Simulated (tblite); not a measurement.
Compound: C5H6N2.
Numbering: `[CH3:1][c:2]1[cH:3][n:4][cH:5][cH:6][n:7]1` (hydrogens: H8, H9, H10 on C1; H11 on C3; H12 on C5; H13 on C6)

Computed geometry: GFN2-xTB, gas phase.

Task: List the bond lengths and angles at this level.

Result: 
| bond | length (bohr) |
| --- | --- |
| C1–C2 | 2.822 |
| C2–C3 | 2.640 |
| C3–N4 | 2.495 |
| N4–C5 | 2.506 |
| C5–C6 | 2.620 |
| C6–N7 | 2.503 |
| C2–N7 | 2.509 |
| C1–H8, C1–H9, C1–H10 | 2.056 |
| C3–H11 | 2.045 |
| C5–H12 | 2.042 |
| C6–H13 | 2.044 |

Bonds in one row agree within 0.02 bohr and their mean is given. A selection of angles:
| angle | degrees |
| --- | --- |
| C2–C1–H8 | 110.2 |
| H8–C1–H9 | 108.0 |
| H8–C1–H10 | 109.4 |
| C1–C2–C3 | 122.2 |
| C1–C2–N7 | 117.7 |
| C3–C2–N7 | 120.1 |
| C2–C3–N4 | 122.2 |
| C2–C3–H11 | 121.4 |
| N4–C3–H11 | 116.4 |
| C3–N4–C5 | 117.1 |
| N4–C5–C6 | 121.2 |
| N4–C5–H12 | 116.4 |
| C6–C5–H12 | 122.4 |
| C5–C6–N7 | 121.6 |
| C5–C6–H13 | 122.3 |
| N7–C6–H13 | 116.1 |
| C2–N7–C6 | 117.8 |

The C–C distances run from 1.387 Å (C5–C6, aromatic) to 1.493 Å (C1–C2, drawn single), a spread of 0.106 Å. N7 (pyridine-type nitrogen) is bent (angle 117.8°). The 7 heavy atoms lie in one plane (0.000 Å rms). The 6-membered ring C2–C3–N4–C5–C6–N7 has internal angles of 117.1° to 122.2° (sum 720°, against 720° for a flat polygon); it is planar, 0.00 Å rms from its mean plane, widest ring torsion 0°.

Point group: Cs (every atom within 0.08 Å of its image). Its GFN2-xTB frequencies are all real (lowest 68 cm⁻¹).
